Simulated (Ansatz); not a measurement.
Basis sets compared for Pb₅Se₁₀. The state is a singlet with charge 0. Geometry PBE-D4/def2-SVP. Ansatz on 2 threads of AMD EPYC 7R13 on a shared host and a share (18 GiB) of an NVIDIA H100 80GB HBM3; times are rough, and most runs start from earlier orbitals.

```xyz
15

Pb   -0.963    3.702    1.293
Pb   -0.379    0.573   -3.258
Pb   -3.092    1.314   -0.773
Pb    1.810    1.255   -0.023
Pb   -0.331   -2.053    0.891
Se    1.275   -2.579   -2.807
Se    1.448   -3.552   -0.707
Se    2.255   -0.388   -2.782
Se   -0.737    2.885   -1.473
Se    2.712    0.722    2.728
Se   -2.580    1.525    1.998
Se    2.431   -1.211    1.331
Se   -1.730   -1.066   -1.398
Se   -2.090   -2.376    2.632
Se   -0.029    1.249    2.349
```

In the def2 sets Pb takes a core potential; there is no spin–orbit coupling. Single mean-field runs in def2-SVP, def2-TZVP are fitted with def2-universal-jkfit. Another isomer (singlet) lies 2.00 eV lower at PBE0-D4/def2-TZVP; other spin states weren't run for this one.

Binding counts from free atoms (Pb triplet, Se triplet) in the same basis, without a counterpoise term.

```tsv
level	functions	energy (Eh)	HOMO (eV)	LUMO (eV)	binding per atom (eV)	wall time
PBE-D4/def2-SVP (with forces)	450	-24974.2157	-4.81	-4.21	2.94	5.5 s
PBE0-D4/def2-SVP	450	-24974.7624	-5.79	-3.79	2.70	5.5 s
```

**Question.** Estimate the rows for PBE-D4/def2-TZVP, PBE0-D4/def2-TZVP.

**Answer.** 
| level | functions | energy (Eh) | HOMO (eV) | LUMO (eV) | binding per atom (eV) | wall time |
| --- | --- | --- | --- | --- | --- | --- |
| PBE-D4/def2-TZVP | 730 | -24977.1936 | -4.93 | -4.27 | 2.94 | 6 s |
| PBE0-D4/def2-TZVP | 730 | -24977.7360 | -5.85 | -3.80 | 2.72 | 8.6 s |
